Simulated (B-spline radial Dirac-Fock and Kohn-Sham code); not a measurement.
Satellites and hypersatellites of the K lines of Er²⁵⁺

System: erbium as Er²⁵⁺ in the configuration [Kr] 4d7.

Calculated with an atomic code on a B-spline grid, using Dirac-Fock (average of configuration) total-energy differences with a finite nucleus, the Breit interaction including its frequency dependence, and self-energy and vacuum-polarisation corrections. Each two-hole energy is an average over J within one jj subconfiguration, not an observable level; in light atoms, where LS coupling holds, the j-resolved values are not observed lines, and for a K spectator the Kα1 hypersatellite is nearly forbidden. Correlation and solid-state effects are left out.

Lines without a spectator: Kα2 (K-L2) 48213.7 eV, Kα1 (K-L3) 49119.5 eV, Kβ3 (K-M2) 55475.3 eV, Kβ1 (K-M3) 55670.6 eV. Shifts in eV with one spectator hole (a dash: not computed, or left out as unreliable):

| spectator hole | Kα2 | Kα1 | Kβ3 | Kβ1 |
| --- | --- | --- | --- | --- |
| K (1s) | +866.9 | +921.1 | +1120.0 | +1132.8 |
| L2 (2p1/2) | +106.8 | +141.1 | – | +278.6 |
| L3 (2p3/2) | +86.8 | +92.8 | +220.1 | – |
| M2 (3p1/2) | – | +21.23 | +44.4 | +52.8 |
| M3 (3p3/2) | +12.63 | – | +40.0 | +40.4 |
| M5 (3d5/2) | -0.97 | +2.54 | – | – |
